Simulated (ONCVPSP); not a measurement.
Before and after: ONCV potential for caesium

ONCVPSP 4.0.1 input, shortened (lines: element, Z, core and valence counts, functional; n l f; lmax; l rc ep ncon nbas qcut; lloc lpopt rc5 dvloc0; l nproj debl; icmod fcfact rcfact), LDA (Perdew-Zunger), scalar-relativistic:

```
  Cs 55.00    9    3        3      upf
    1    0    2.00
    2    0    2.00
    2    1    6.00
    3    0    2.00
    3    1    6.00
    3    2   10.00
    4    0    2.00
    4    1    6.00
    4    2   10.00
    5    0    2.00
    5    1    6.00
    5    2    1.00
    3
    0    2.05    0.00    4    8    3.50
    1    3.00    0.00    5    8    5.20
    2    4.00    0.00    4    8    2.70
    3    3.30    0.07    4    8    3.70
    4    5    1.30    0.00
    0    2    1.60
    1    2    3.90
    2    1    3.60
    3    2    1.20
    0    0.00    0.00
```

Change: d: qcut 3.5.

Cutoffs: the cutoffs (Ha) at which the residual kinetic energy of the hardest occupied pseudo-wave falls to 1 and 0.1 mHa per electron; they do not see the model core or the augmentation charge, which bear on the density cutoff. Errors are all-electron minus pseudo energies relative to the spin-unpolarised reference configuration.

Problem. How do hardness, ghosts and transferability respond?

Solution. The potential gets neither clearly harder nor softer (24 Ha and 41 Ha → 24 Ha and 41 Ha); both files keep a bound ghost (s); of the 4 tests that both files solve, the error grows in 0 and shrinks in 3 by more than 15 % and 0.3 meV (median size 1.6 → 0.8 meV).

| quantity | base | changed |
| --- | --- | --- |
| cutoff, loose | 24 Ha | 24 Ha |
| cutoff, tight | 41 Ha | 41 Ha |
| loose cutoff by channel | s 24 Ha, p 7.4 Ha, d 2.7 Ha | s 24 Ha, p 7.4 Ha, d 3.2 Ha |
| bound ghosts | s | s |
| GHOST(+) flags under 300 eV | d at 60.1 eV, p at 106.7 eV | p at 106.7 eV |
| error for 5s2 5p6 5d0 6s1, meV [ΔE -1.72 eV] | +1.4 | +0.7 |
| error for 5s2 5p6 5d0, meV [ΔE 2.28 eV] | +2.6 | +1.2 |
| error for 5s2 5p6 5d0 6s0.5, meV [ΔE -0.17 eV] | +1.9 | +0.9 |
| error for 5s2 5p6 5d0.5 6s0.5, meV [ΔE -0.85 eV] | +0.5 | +0.4 |
| s: phases at 2.08 bohr within 0.05 rad from the reference energy up to (Ha; the scan ends near 5) | to the end of the scan | to the end of the scan |
| p: phases at 3.05 bohr within 0.05 rad from the reference energy up to (Ha; the scan ends near 5) | 0.6 | 0.6 |
| d: phases at 4.07 bohr within 0.05 rad from the reference energy up to (Ha; the scan ends near 5) | 0.5 | 0.6 |
| f: phases at 3.36 bohr within 0.05 rad from the reference energy up to (Ha; the scan ends near 5) | 0.7 | 0.7 |

 A true bound ghost makes a file unfit for plane-wave use even where its test errors are small: the radial tests pick states by their node count and pass the ghost by.
